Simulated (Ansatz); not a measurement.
One change: `[OH][Hf]([OH])([OH])[SeH]` becomes `[OH][Hf]([OH])([SeH])[SeH]`.

Ansatz, PBE0-D4/def2-TZVP geometries, multiplicity 1. Each molecule was computed in one conformer, which needn't be the lowest.

Elements past krypton have def2 core potentials. Scalar relativity is left out up to krypton. Spin–orbit coupling is left out; it splits and shifts lone-pair levels of the heavy atoms by tenths of an eV.

| property | `[OH][Hf]([OH])([OH])[SeH]` |
| --- | --- |
| LUMO energy (PBE0/def2-TZVPP) / eV | -0.20 |
| LUMO energy (PBE/def2-TZVPP) / eV | -1.02 |
| size of the dipole moment (B3LYP/def2-TZVPP) / D | 3.52 |
| size of the dipole moment (PBE/def2-TZVPP) / D | 3.48 |
| LUMO energy (B3LYP/def2-TZVPP) / eV | -0.52 |
| HOMO–LUMO gap (PBE/def2-TZVPP) / eV | 4.41 |

(1) Give the same properties after the change, and the shifts. (Best estimate.)

Answers

(1) Ansatz gave: 
| property | `[OH][Hf]([OH])([SeH])[SeH]` | shift |
| --- | --- | --- |
| LUMO energy (PBE0/def2-TZVPP) / eV | -0.83 | -0.63 |
| LUMO energy (PBE/def2-TZVPP) / eV | -1.67 | -0.65 |
| size of the dipole moment (B3LYP/def2-TZVPP) / D | 3.43 | -0.09 |
| size of the dipole moment (PBE/def2-TZVPP) / D | 3.38 | -0.10 |
| LUMO energy (B3LYP/def2-TZVPP) / eV | -1.02 | -0.50 |
| HOMO–LUMO gap (PBE/def2-TZVPP) / eV | 3.93 | -0.48 |

With PBE0 the HOMO falls by 0.12 eV and the LUMO falls by 0.63 eV, so the gap narrows by about 0.51 eV. PBE moves the HOMO by -0.16 eV and ωB97M-V by -0.08 eV. Dipoles are sizes alone; their direction can turn.

Positive LUMOs are unbound, so they and the gaps depend on the basis.

B3LYP here is the variant with VWN-RPA as its local correlation; programs differ in this.
